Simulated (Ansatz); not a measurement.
BFH$_{7}$NSi$_{2}$, SMILES `B[SiH](F)[SiH2]N` at its PBE0-D4/def2-TZVP geometry, where that method's forces vanish. Total charge 0; spin multiplicity 1.

```xyz
12

B    -0.7537   -2.0273   -0.4728
Si    0.9293   -0.9813   -0.3604
F     1.6370   -0.7064   -1.7826
Si    0.4298    1.0591    0.7183
N    -0.7686    1.9313   -0.1540
H    -1.3446   -2.2486   -1.4875
H    -1.2555   -2.3815    0.5556
H     1.9281   -1.6805    0.5008
H     1.6399    1.9219    0.7792
H     0.0805    0.6917    2.1274
H    -1.6376    1.5017   -0.4239
H    -0.8849    2.9198   -0.0001
```

Question: What forces (eV/Å) does PBE-D4/def2-TZVPP give on these atoms in Ansatz? (Estimate.)

Answer: The calculation gave: 
```
B1   0.134  0.088  0.048
Si2 -0.384 -0.212  0.269
F3   0.286  0.134 -0.521
Si4  0.069 -0.111  0.123
N5   0.128 -0.024 -0.147
H6  -0.065 -0.017 -0.116
H7  -0.056 -0.036  0.113
H8   0.116 -0.054  0.133
H9   0.134  0.092 -0.002
H10 -0.013 -0.060  0.153
H11 -0.301 -0.139 -0.093
H12 -0.048  0.338  0.041
```
